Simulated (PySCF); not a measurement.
C4HCoO4, charge -1, doublet, at the geometry of the source list (the multiplicity is a formal guess); PySCF with B3LYP/6-31G.

The PySCF input:
```python
from pyscf import gto, scf, dft

mol = gto.M(
    atom='''
Co    0.135400   -0.167000    0.063400
O     2.011900    0.412900   -2.119900
C     1.292100    0.185500   -1.267000
O     0.658300    0.822300    2.776800
C     0.455500    0.437500    1.724300
O    -1.592500    2.041900   -0.650500
C    -0.917700    1.170300   -0.366300
O    -1.921900   -2.219100   -0.370300
C    -1.127000   -1.422400   -0.195600
H     1.005900   -1.262000    0.405000
''',
    basis='6-31g',
    charge=-1,
    spin=1,
    verbose=5,
)

mf = dft.UKS(mol)
mf.xc = 'b3lyp'
mf.kernel()
```

Task: What does PySCF print? Leave out banner, timings and long lists.

Result: 
```
PySCF version 2.14.0

[INPUT] verbose = 5
[INPUT] max_memory = 4000
[INPUT] num. atoms = 10
[INPUT] num. electrons = 85
[INPUT] charge = -1
[INPUT] spin (= nelec alpha-beta = 2S) = 1
[INPUT] symmetry False subgroup None
[INPUT] Mole.unit = angstrom
[INPUT] Symbol           X                Y                Z      unit          X                Y                Z       unit  Magmom
[...]
[INPUT] ---------------- BASIS SET ----------------
[INPUT] l, kappa, [nprim/nctr], expnt,             c_1 c_2 ...
[INPUT] O
[...]
                                825.23495         0.0139501
                                188.04696         0.0684451
                                52.9645           0.2327143
                                16.89757          0.470193
                                5.7996353         0.3585209
[...]
                                3.5999336         -0.1480263
                                1.0137618         1.130767
[...]
                                3.5999336         0.3397528
                                1.0137618         0.7271586
[...]
[INPUT] Co
[...]
                                9933.077          0.01348162
                                2262.816          0.06649342
                                637.9154          0.2307939
                                204.4122          0.4792919
                                69.82538          0.3514097
[...]
                                328.2694          0.0316745
                                106.0946          0.1262888
                                39.83275          -0.02584552
                                16.18622          -0.6183491
                                6.667788          -0.4567008
[...]
                                18.29783          0.07409663
                                7.867348          0.2542
                                3.340534          -0.2921657
                                1.393756          -0.7318703
                                0.551326          -0.2040784
[...]
                                0.811063          0.2759971
                                0.121017          -1.129692
[...]
                                328.2694          0.03108174
                                106.0946          0.1357439
                                39.83275          0.3476827
                                16.18622          0.462634
                                6.667788          0.2051632
[...]
                                18.29783          -0.02926027
                                7.867348          0.0656415
                                3.340534          0.4000652
                                1.393756          0.4950236
                                0.551326          0.175824
[...]
                                0.811063          0.1240488
                                0.121017          0.9724064
[...]
                                6.80099           0.3931703
                                2.051647          0.6976844
[...]
[INPUT] C
[...]
                                457.36951         0.0140373
                                103.94869         0.0688426
                                29.210155         0.2321844
                                9.286663          0.4679413
                                3.163927          0.362312
[...]
                                1.8812885         -0.1608542
                                0.5442493         1.1434564
[...]
                                1.8812885         0.316424
                                0.5442493         0.7443083
[...]
[INPUT] H
[...]
                                2.8253937         0.23472695
                                0.6401217         0.81375733
[...]
nuclear repulsion = 622.056826059965
number of shells = 53
number of NR pGTOs = 270
number of NR cGTOs = 101
basis = 6-31g
ecp = {}

******** <class 'pyscf.dft.uks.UKS'> ********
method = UKS
initial guess = minao
damping factor = 0
level_shift factor = 0
[...]
nelec by numeric integration = [42.99999501 41.99999556]
E1 = -3786.8917482644583  E2 = 1328.450974487091  Ecoul = 1444.291571014163  Exc = -115.84059652707218
cycle= 49 E= -1836.3839477174  delta_E= 2.59e-06  |g|= 0.000382  |ddm|= 0.0106
  alpha mo_energy =
[-2.77374148e+02 -3.27292017e+01 -2.83743785e+01 -2.83722277e+01
 -2.83714553e+01 -1.90597968e+01 -1.90575422e+01 -1.90550794e+01
 -1.90550625e+01 -1.01343929e+01 -1.01309398e+01 -1.01302692e+01
 -1.01251269e+01 -3.58751905e+00 -2.27780635e+00 -2.26447255e+00
 -2.26370386e+00 -1.00261308e+00 -1.00164153e+00 -9.98398704e-01
 -9.98266511e-01 -4.21118435e-01 -3.89139455e-01 -3.86588275e-01
 -3.86080016e-01 -3.22082834e-01 -3.10220356e-01 -3.08935399e-01
 -3.01095417e-01 -2.98753003e-01 -2.96264198e-01 -2.89158558e-01
 -2.88643977e-01 -2.87845754e-01 -2.82723249e-01 -2.66454044e-01
 -2.65226132e-01 -1.52801930e-01 -1.07958007e-01 -1.05878490e-01
 -7.36947227e-02 -7.27010953e-02  8.09882582e-02  1.45038591e-01
  1.45811184e-01  1.53649904e-01  1.56216055e-01  1.58672174e-01
  1.71087326e-01  1.79478197e-01  1.80517820e-01  1.96523992e-01
  2.13000385e-01  2.13813678e-01  2.14356206e-01  4.97251586e-01
  4.99645314e-01  5.04310338e-01  5.41469608e-01  6.81863537e-01
  6.83537248e-01  7.17181532e-01  7.23238381e-01  7.25047265e-01
  7.88733263e-01  7.99592067e-01  8.00510789e-01  8.06360963e-01
  8.61483933e-01  8.64056816e-01  9.02446332e-01  9.45152934e-01
  9.51181194e-01  9.54006322e-01  9.57159880e-01  1.01796858e+00
  1.05276210e+00  1.05516245e+00  1.05710844e+00  1.09172881e+00
  1.10099777e+00  1.10320362e+00  1.13703572e+00  1.14047732e+00
  1.17693632e+00  1.22985674e+00  1.23071631e+00  1.35790447e+00
  1.52465376e+00  1.53067232e+00  1.53891563e+00  1.67128331e+00
  1.92152854e+00  1.92206558e+00  2.04960899e+00  2.05302057e+00
  2.14257949e+00  2.37444636e+00  2.37548672e+00  2.40110111e+00
  2.68125505e+00]
  beta  mo_energy =
[-2.77373931e+02 -3.27086530e+01 -2.83592410e+01 -2.83568611e+01
 -2.83511570e+01 -1.90601938e+01 -1.90578199e+01 -1.90549155e+01
 -1.90548508e+01 -1.01331252e+01 -1.01296823e+01 -1.01287603e+01
 -1.01217370e+01 -3.54208564e+00 -2.22811365e+00 -2.22338602e+00
 -2.21217811e+00 -1.00275270e+00 -1.00075686e+00 -9.97645952e-01
 -9.97385973e-01 -4.17843117e-01 -3.88072297e-01 -3.84735433e-01
 -3.82913868e-01 -3.19597100e-01 -3.09003211e-01 -3.07346923e-01
 -3.00165250e-01 -2.98744487e-01 -2.97419660e-01 -2.90476231e-01
 -2.88327237e-01 -2.86457534e-01 -2.59744399e-01 -2.58423786e-01
 -2.49391414e-01 -1.25987165e-01 -8.74519783e-02 -8.56618769e-02
 -5.24613026e-02 -5.13945365e-02  1.54330397e-01  1.55390036e-01
  1.56523147e-01  1.67054789e-01  1.68208068e-01  1.71101052e-01
  1.85859388e-01  1.86728403e-01  1.87715268e-01  2.04500127e-01
  2.13389520e-01  2.14056650e-01  2.33137433e-01  4.99463780e-01
  5.02596860e-01  5.05683465e-01  5.51141429e-01  6.84463976e-01
  6.85304547e-01  7.22852250e-01  7.26662728e-01  7.28673777e-01
  7.88457882e-01  8.00619780e-01  8.01695552e-01  8.12282832e-01
  8.64151616e-01  8.66204447e-01  9.04547492e-01  9.48946480e-01
  9.51794901e-01  9.54760764e-01  9.58990898e-01  1.01889056e+00
  1.05487403e+00  1.05757350e+00  1.05858478e+00  1.09368259e+00
  1.10129844e+00  1.10277784e+00  1.13609239e+00  1.13953672e+00
  1.17510269e+00  1.23023469e+00  1.23163716e+00  1.36217595e+00
  1.52909992e+00  1.53441022e+00  1.54225198e+00  1.67365027e+00
  1.93243538e+00  1.93275081e+00  2.05511758e+00  2.05857181e+00
  2.15134519e+00  2.38410340e+00  2.38481482e+00  2.43240014e+00
  2.68331842e+00]
multiplicity <S^2> = 0.78532246  2S+1 = 2.0350159
nelec by numeric integration = [42.99999487 41.99999556]
E1 = -3786.8850946585344  E2 = 1328.4443346732594  Ecoul = 1444.284884927983  Exc = -115.84055025472357
cycle= 50 E= -1836.38393392531  delta_E= 1.38e-05  |g|= 0.00068  |ddm|= 0.056
SCF not converged.
SCF energy = -1836.38393392531 after 50 cycles  <S^2> = 0.78532246  2S+1 = 2.0350159
```

Convergence was not reached.
